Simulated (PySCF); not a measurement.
Exercise with solution: entropy of an ideal gas

SiHF, SMILES F[SiH] (connectivity only; charge and spin as stated), neutral, multiplicity 1.

The structure is a stationary point at r2SCAN-D4/def2-TZVPD. The isomer is the one that the SMILES or the coordinates give; other isomers of the formula were not compared.

r2SCAN-D4/def2-TZVPD (PySCF) gives the harmonic wavenumbers 839, 869, 1954 cm⁻¹ and the rotational temperatures 10.7326, 0.8013, 0.7456 K. The molar mass is 48.09 g/mol, the symmetry number 1, the spin multiplicity 1.

**Question.** Work out the entropy at 298.15 K and 1 atm in the rigid-rotor, harmonic-oscillator model.

**Answer.** 
Translation (Sackur–Tetrode at 1 atm): S = R[1.5 ln M + 2.5 ln T − 1.16487] = 157.0 J/(mol K).
Rotation: q = (√π/σ) T^1.5/√(θA θB θC) = 3600, S = R[ln q + 3/2] = 80.6 J/(mol K).
Vibration: with u = 1.4388 ν/T, each mode gives R[u/(e^u − 1) − ln(1 − e^−u)]:
```json
[
 {"ν (cm⁻¹)": "839", "modes": "1", "u": "4.05", "S (J/(mol K))": "0.74"},
 {"ν (cm⁻¹)": "869", "modes": "1", "u": "4.19", "S (J/(mol K))": "0.66"},
 {"ν (cm⁻¹)": "1954", "modes": "1", "u": "9.43", "S (J/(mol K))": "0.01"}
]
```
These are all the modes. Sum 1.4 J/(mol K).
Spin: R ln 1 = 0.0 J/(mol K).
Total 239.0 J/(mol K); the program's own thermochemistry gives 239.0. Translation makes up 66 % and vibration 1 %. Anharmonicity, hindered rotation and orbital degeneracy are left out.
